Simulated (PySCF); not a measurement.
C$_{4}$H$_{10}$AlFO, singlet, at a GFN2-xTB geometry (such geometries of metal compounds can be far from the true shape), with bond 9-6 at 1.8 times its length; CASCI(4,5)+NEVPT2/STO-3G (PySCF).

PySCF was given this input:
```python
from pyscf import gto, scf, mcscf, mrpt
import numpy

mol = gto.Mole()
mol.atom = '''
    Al    0.70333886   -0.76535193   -0.15246834
    F     0.19869065   -2.18081332   -0.85561145
    O     2.26153151   -0.57019703    0.32167187
    H     3.16670688   -0.48636659    0.58331683
    C    -0.66528671    0.71694112    0.13355151
    C    -0.12346155    2.04572784   -0.40160249
    C    -1.94910411    0.33723140   -0.60698599
    C    -0.97181813    0.89098499    1.62612308
    H    -1.39265620    3.49897856   -0.02940947
    H     0.03769522    1.99643954   -1.47736453
    H     0.82436115    2.29182016    0.07415796
    H    -1.77003407    0.26505946   -1.67910748
    H    -2.32037593   -0.62811519   -0.26376269
    H    -2.72567003    1.08498411   -0.43602205
    H    -1.41060301   -0.01445568    2.04202081
    H    -0.06354415    1.11804743    2.18185372
    H    -1.67581676    1.71265676    1.77243568
'''
mol.basis = 'sto-3g'
mol.verbose = 4
mol.build()

mf = scf.RHF(mol)
mf.kernel()
mc = mcscf.CASCI(mf, 5, 4)
mc.fix_spin_(ss=0.0)
mc.kernel()
occ = numpy.linalg.eigvalsh(mc.fcisolver.make_rdm1(mc.ci, mc.ncas, mc.nelecas))[::-1]
ss = mc.fcisolver.spin_square(mc.ci, mc.ncas, mc.nelecas)[0]
print('natural occupations', occ.round(4), ' <S^2>', round(ss, 4))
e2 = mrpt.NEVPT(mc).kernel()
print('E(NEVPT2) = %.10f' % (mc.e_tot + e2))
```

It wrote (shortened):

```
PySCF version 2.14.0

[INPUT] verbose = 4
[INPUT] num. atoms = 17
[INPUT] num. electrons = 64
[INPUT] charge = 0
[INPUT] spin (= nelec alpha-beta = 2S) = 0
[INPUT] symmetry False subgroup None
[INPUT] Mole.unit = angstrom
[INPUT] Symbol           X                Y                Z      unit          X                Y                Z       unit  Magmom
[...]
nuclear repulsion = 378.878651854372
number of shells = 33
number of NR pGTOs = 147
number of NR cGTOs = 49
basis = sto-3g
ecp = {}

******** <class 'pyscf.scf.hf.RHF'> ********
method = RHF
initial guess = minao
damping factor = 0
level_shift factor = 0
DIIS = <class 'pyscf.scf.diis.CDIIS'>
diis_start_cycle = 1
diis_space = 8
diis_damp = 0
SCF conv_tol = 1e-09
SCF conv_tol_grad = None
SCF max_cycles = 50
direct_scf = True
direct_scf_tol = 1e-13
Set gradient conv threshold to 3.16228e-05
Initial guess from minao.
init E= -566.52888161124
[...]
cycle= 1 E= -566.046262384853  delta_E= 0.483  |g|= 0.581  |ddm|= 4.72
[...]
cycle= 2 E= -566.192150619008  delta_E= -0.146  |g|= 0.16  |ddm|= 1.15
[...]
cycle= 3 E= -566.201925062702  delta_E= -0.00977  |g|= 0.0422  |ddm|= 0.265
[...]
cycle= 4 E= -566.203062343206  delta_E= -0.00114  |g|= 0.0148  |ddm|= 0.107
[...]
cycle= 5 E= -566.203181342949  delta_E= -0.000119  |g|= 0.0042  |ddm|= 0.03
[...]
cycle= 6 E= -566.203194519139  delta_E= -1.32e-05  |g|= 0.00115  |ddm|= 0.0111
[...]
cycle= 7 E= -566.203195651651  delta_E= -1.13e-06  |g|= 0.000273  |ddm|= 0.00352
[...]
cycle= 8 E= -566.203195701071  delta_E= -4.94e-08  |g|= 5.08e-05  |ddm|= 0.00072
[...]
cycle= 9 E= -566.203195703263  delta_E= -2.19e-09  |g|= 1.15e-05  |ddm|= 0.000145
[...]
cycle= 10 E= -566.203195703384  delta_E= -1.21e-10  |g|= 3.1e-06  |ddm|= 3.37e-05
[...]
Extra cycle  E= -566.20319570339  delta_E= -6.25e-12  |g|= 1.26e-06  |ddm|= 6.86e-06
converged SCF energy = -566.20319570339

******** <class 'pyscf.mcscf.casci.CASCI'> ********
CAS (2e+2e, 5o), ncore = 30, nvir = 14
natorb = False
canonicalization = True
sorting_mo_energy = False
******** <class 'pyscf.fci.addons.SpinPenaltyFCISolver'> ********
max. cycles = 200
conv_tol = 1e-08
davidson only = True
linear dependence = 1e-12
level shift = 0.001
max iter space = 12
nroots = 1
pspace_size = 400
spin = None
Density matrix diagonal elements [1.96677124e+00 1.84944154e+00 1.75656678e-01 9.54274839e-04
 7.17627645e-03]
CASCI converged
CASCI E = -566.258001896729  E(CI) = -2.76123125587537  S^2 = 0.0000000
natural occupations [1.9973e+00 1.8192e+00 1.8020e-01 3.2000e-03 1.0000e-04]  <S^2> 0.0

******** <class 'pyscf.mrpt.nevpt2.NEVPT'> ********
NEVPT2 (2e+2e, 5o), ncore = 30, nvir = 14
root = 0
Natural occ [1.99730557e+00 1.81915405e+00 1.80228756e-01 3.17966126e-03
 1.31963814e-04]
Natural orbital (expansion on meta-Lowdin AOs) in CAS space
               #1        #2        #3        #4        #5
0 Al 1s          0.00053  -0.00063   0.00022  -0.00132   0.00005
0 Al 2s         -0.00397   0.00385  -0.00116   0.00815  -0.00028
0 Al 3s         -0.09505   0.16528  -0.09440   0.71983  -0.02736
0 Al 2px        -0.00031   0.00249  -0.00235   0.00054   0.00438
0 Al 2py         0.00351  -0.00417   0.00262  -0.00430   0.00823
0 Al 2pz         0.00216  -0.00032   0.00028  -0.00251  -0.01910
0 Al 3px         0.06897  -0.12661   0.10003   0.03681  -0.19643
0 Al 3py        -0.06570   0.15199  -0.04347   0.01800  -0.34892
0 Al 3pz        -0.05331   0.02445  -0.02295   0.05097   0.83705
1 F 1s          -0.00028   0.00015  -0.00021   0.00197  -0.00007
1 F 2s          -0.01354  -0.00455   0.01126  -0.10712   0.00380
1 F 2px          0.06758   0.07480  -0.00964  -0.09845   0.04779
1 F 2py          0.23491  -0.10458   0.04673  -0.25551   0.08691
1 F 2pz          0.16351  -0.01035   0.02721  -0.13544  -0.17994
2 O 1s          -0.00029   0.00041   0.00002   0.00447  -0.00005
2 O 2s           0.03010  -0.03232  -0.00066  -0.29828   0.00343
2 O 2px         -0.13442   0.04319  -0.01599   0.06635   0.05558
2 O 2py          0.80294   0.17227   0.00901   0.01168   0.09971
2 O 2pz          0.07294  -0.05272   0.01592   0.01346  -0.23910
3 H 1s          -0.02680   0.03436   0.00012   0.26499  -0.00202
4 C 1s           0.00048   0.00042  -0.00033   0.00307  -0.00008
4 C 2s          -0.10296   0.03857  -0.01513  -0.21634   0.00405
4 C 2px         -0.26990   0.16940  -0.01464  -0.24422   0.00308
4 C 2py          0.24991  -0.24474   0.09250   0.26445  -0.02441
4 C 2pz          0.05347  -0.02126  -0.01439   0.04464   0.03598
5 C 1s          -0.00043   0.00032   0.00226   0.00048  -0.00061
5 C 2s           0.05852   0.11758  -0.27632  -0.04513   0.03116
5 C 2px         -0.11749  -0.33767   0.41867  -0.00726   0.00102
5 C 2py          0.03639   0.39889  -0.47330  -0.06455  -0.08714
5 C 2pz          0.04876   0.08923  -0.12193   0.00905  -0.00141
6 C 1s          -0.00039   0.00057  -0.00037  -0.00000  -0.00024
6 C 2s           0.02122  -0.03547   0.02194  -0.00311   0.01497
6 C 2px          0.09631  -0.05080   0.04416   0.02173   0.02210
6 C 2py         -0.03921  -0.00936   0.00622   0.04793   0.01946
6 C 2pz          0.01428  -0.03304   0.02978   0.03515  -0.01135
7 C 1s          -0.00035   0.00070  -0.00035   0.00012   0.00109
7 C 2s           0.01736  -0.04532   0.02011  -0.01104  -0.06934
7 C 2px          0.05953  -0.00707   0.01686  -0.01938  -0.00254
7 C 2py         -0.06260  -0.00277  -0.02478   0.02083   0.00481
7 C 2pz         -0.05068   0.06995  -0.06011  -0.05108   0.07020
8 H 1s           0.00234   0.67737   0.67924   0.00330   0.00080
9 H 1s          -0.01246  -0.08235   0.04885   0.03282   0.00011
10 H 1s         -0.00402  -0.08922   0.05040   0.04585   0.00683
11 H 1s          0.02950  -0.01348   0.00839   0.03694  -0.00174
12 H 1s          0.03684  -0.01514   0.00694   0.04413   0.00538
13 H 1s         -0.11343   0.06581  -0.01777  -0.06335  -0.01002
14 H 1s          0.03390   0.00114   0.00090   0.03394  -0.00533
15 H 1s          0.03932  -0.01508   0.01087   0.04466  -0.00836
16 H 1s         -0.11474   0.06070  -0.00830  -0.05289   0.06025
<CAS-nat-orb|mo-hf>  31     31       0.91033522
<CAS-nat-orb|mo-hf>  31     32      -0.41385829
<CAS-nat-orb|mo-hf>  32     31       0.41385848
<CAS-nat-orb|mo-hf>  32     32       0.91026577
<CAS-nat-orb|mo-hf>  33     33       0.98638051
<CAS-nat-orb|mo-hf>  34     34      -0.47898897
<CAS-nat-orb|mo-hf>  34     35       0.86807233
<CAS-nat-orb|mo-hf>  35     34       0.87745770
<CAS-nat-orb|mo-hf>  35     35       0.46921389
Sr    (-1)',   E = -0.00159903114644
Si    (+1)',   E = -0.02529337393433
Sijrs (0)  ,   E = -0.18857679575317
Sijr  (+1) ,   E = -0.04419990838457
Srsi  (-1) ,   E = -0.01400846661767
Srs   (-2) ,   E = -0.00108602658619
Sij   (+2) ,   E = -0.01253783728450
Sir   (0)' ,   E = -0.02041670711151
Nevpt2 Energy = -0.307718146818377
E(NEVPT2) = -566.5657200435
```
